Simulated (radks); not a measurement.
Spherical jellium clusters: N electrons in a uniform positive sphere of charge N and radius rs N^(1/3), rs = 5.82 bohr. Method: non-relativistic Kohn-Sham, LDA (Slater exchange, Perdew-Wang correlation), spin-polarised, spherical densities; computed with a radial shooting solver with Libxc functionals. Levels are named by radial order and angular momentum (1s, 1p, 1d, 2s, ...), and open shells are averaged over m.

N = 22, configuration 1s2 1p6 1d10 2s2 1f(up 2, down 0). This is the lowest configuration that the search found. Occupied and some empty levels:

level    occupation  eigenvalue (eV)  <r> (bohr)
1s up             1          -3.3092       10.74
1s down           1          -3.2530       10.51
1p up             3          -3.0074       12.04
1p down           3          -2.9367       11.94
1d up             5          -2.5797       12.97
1d down           5          -2.5018       12.94
2s up             1          -2.1930       9.687
2s down           1          -2.1633       9.803
1f up             2          -2.0488       13.76
1f down           0          -1.9683       13.77
2p up             0          -1.5409       11.75
2p down           0          -1.5063       11.78
1g up             0          -1.4331       14.52
1g down           0          -1.3538       14.57
2d up             0         -0.90317       13.96
2d down           0         -0.86490       14.02

Energy (eV): total -38.7983, kinetic 19.555, external -966.70, Hartree 482.72, exchange-correlation -58.934, background 484.56.
